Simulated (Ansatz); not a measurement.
One change: `O[SiH2][SiH]([SiH3])Cl` becomes `CB[SiH]([SiH3])Cl`.

Ansatz, PBE0-D4/def2-TZVP geometries, multiplicity 1. Each molecule was computed in one conformer, which needn't be the lowest.

```csv
property,`O[SiH2][SiH]([SiH3])Cl`
LUMO energy (PBE0/def2-TZVPP) / eV,-1.24
size of the dipole moment (B3LYP/def2-TZVPP) / D,0.94
HOMO energy (PBE0/def2-TZVPP) / eV,-7.68
HOMO–LUMO gap (PBE/def2-TZVPP) / eV,4.46
HOMO–LUMO gap (B3LYP/def2-TZVPP) / eV,6.09
size of the dipole moment (ωB97M-V/def2-TZVPP) / D,0.94
```

**Question.** Give the same properties after the change, and the shifts. (Estimate.)

**Answer.** The calculation gave: 
```
                                          property  `CB[SiH]([SiH3])Cl`  shift
                LUMO energy (PBE0/def2-TZVPP) / eV                -2.16  -0.92
  size of the dipole moment (B3LYP/def2-TZVPP) / D                 1.66   0.72
                HOMO energy (PBE0/def2-TZVPP) / eV                -7.59   0.09
               HOMO–LUMO gap (PBE/def2-TZVPP) / eV                 3.37  -1.09
             HOMO–LUMO gap (B3LYP/def2-TZVPP) / eV                 5.07  -1.02
size of the dipole moment (ωB97M-V/def2-TZVPP) / D                 1.68   0.74
```

With PBE0 the HOMO rises by 0.09 eV and the LUMO falls by 0.92 eV, so the gap narrows by about 1.01 eV. PBE moves the HOMO by 0.08 eV and ωB97M-V by 0.04 eV. Dipoles are sizes alone; their direction can turn.

B3LYP here is the variant with VWN-RPA as its local correlation; programs differ in this.
